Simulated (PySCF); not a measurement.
A structure optimised at PBE0-D3(BJ)/def2-SVP, used in a PySCF frequency run:

```xyz
5

Cr     0.0000     0.0000    -0.3539
O      0.0000    -1.2397    -1.2420
O      0.0000     1.2397    -1.2420
Cl    -1.7448     0.0000     0.8343
Cl     1.7448     0.0000     0.8343
```

### Question
Write its SMILES, formula and point group.

### Answer
[O]=[Cr](=[O])([Cl])[Cl], Cl2CrO2, C2v

### Question
What are its rotational constants (standard atomic weights)?

### Answer
3.2733, 1.9069, 1.5741 GHz
